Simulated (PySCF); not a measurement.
## Exact simulation of a proton spin system

Molecule: SMILES C1=Cc2ccccc2C1, C9H8.

Geometry:
```json
{"atom": "C1", "x (Å)": "-2.351", "y (Å)": "0.422", "z (Å)": "0.095"}
{"atom": "C2", "x (Å)": "-1.392", "y (Å)": "1.364", "z (Å)": "0.205"}
{"atom": "C3", "x (Å)": "-0.077", "y (Å)": "0.742", "z (Å)": "0.058"}
{"atom": "C4", "x (Å)": "1.209", "y (Å)": "1.282", "z (Å)": "0.093"}
{"atom": "C5", "x (Å)": "2.299", "y (Å)": "0.428", "z (Å)": "-0.081"}
{"atom": "C6", "x (Å)": "2.109", "y (Å)": "-0.941", "z (Å)": "-0.286"}
{"atom": "C7", "x (Å)": "0.821", "y (Å)": "-1.484", "z (Å)": "-0.322"}
{"atom": "C8", "x (Å)": "-0.267", "y (Å)": "-0.640", "z (Å)": "-0.150"}
{"atom": "C9", "x (Å)": "-1.741", "y (Å)": "-0.930", "z (Å)": "-0.139"}
{"atom": "H10", "x (Å)": "-3.426", "y (Å)": "0.593", "z (Å)": "0.162"}
{"atom": "H11", "x (Å)": "-1.555", "y (Å)": "2.429", "z (Å)": "0.376"}
{"atom": "H12", "x (Å)": "1.362", "y (Å)": "2.352", "z (Å)": "0.254"}
{"atom": "H13", "x (Å)": "3.314", "y (Å)": "0.834", "z (Å)": "-0.056"}
{"atom": "H14", "x (Å)": "2.976", "y (Å)": "-1.592", "z (Å)": "-0.420"}
{"atom": "H15", "x (Å)": "0.680", "y (Å)": "-2.556", "z (Å)": "-0.483"}
{"atom": "H16", "x (Å)": "-2.084", "y (Å)": "-1.378", "z (Å)": "-1.089"}
{"atom": "H17", "x (Å)": "-2.017", "y (Å)": "-1.650", "z (Å)": "0.653"}
```

All values are calculated (PySCF 2.14.0 with density-fitted response routines): B3LYP/pcJ-1 coupling constants (without the spin–dipole term), structure optimised with PBE0-D3(BJ)/def2-SVP, σ from GIAO-B3LYP/pcSseg-1. Rapidly exchanging positions averaged, one conformer, non-relativistic Hamiltonian, in vacuum.

References, each an isolated molecule treated in the same way: ¹H (σ = 31.38 ppm) against TMS.

Shifts (ppm): H10 6.54, H11 6.94, H12 7.40, H13 7.26, H14 7.15, H15 7.41, H16/H17 3.38.
Couplings (Hz): H10–H11: 6.5; H10–H12: 0.4; H10–H14: 0.5; H10–H16, H10–H17: 2.7; H11–H12: -0.3; H11–H14: -0.3; H11–H15: 0.8; H11–H16, H11–H17: -2.7; H12–H13: 8.4; H12–H14: 0.7; H12–H15: 0.8; H13–H14: 8.3; H13–H15: 0.7; H13–H16, H13–H17: -0.8; H14–H15: 8.3; H15–H16, H15–H17: -1.0; H16–H17: -27.3.

The 8-spin Hamiltonian (Zeeman plus full scalar coupling among like nuclei) was diagonalised exactly; lines are Lorentzian, 1.0 Hz wide, and the maxima above 3 % are listed with the tallest set to 100.

(1) Give the ¹H peak list of this spin system at 60 MHz.

(2) And at 600 MHz?

(3) Among coupled protons with different shifts, which pair is furthest from first order, and how does the field change that?

Results:

(1) 
δ in ppm (height): 7.513 (16), 7.492 (15), 7.463 (20), 7.383 (58), 7.350 (100), 7.278 (70), 7.238 (62), 7.183 (24), 7.167 (23), 7.124 (26), 7.073 (14), 7.045 (14), 7.003 (25), 6.937 (21), 6.894 (37), 6.852 (21), 6.630 (22), 6.588 (41), 6.543 (23), 6.526 (16), 6.478 (24), 6.436 (14), 3.418 (53), 3.377 (92), 3.340 (49)

(2) 
δ in ppm (height): 7.418 (32), 7.417 (34), 7.406 (51), 7.404 (40), 7.403 (38), 7.393 (52), 7.274 (21), 7.273 (21), 7.261 (41), 7.260 (41), 7.247 (22), 7.246 (22), 7.163 (31), 7.149 (50), 7.136 (21), 6.950 (14), 6.946 (26), 6.940 (23), 6.935 (28), 6.931 (15), 6.550 (17), 6.545 (33), 6.540 (22), 6.535 (31), 6.530 (16), 3.384 (54), 3.383 (48), 3.380 (100), 3.377 (48), 3.376 (53)

(3) H13 and H14: Δν/J is about 0.8 at 60 MHz (strongly coupled) and 8.0 at 600 MHz (intermediate, with clear roofing). J in Hz doesn't depend on the field, while Δν in Hz grows in proportion to it.

Unscaled 3J(H,H) at this level run about 10 % above measured values.
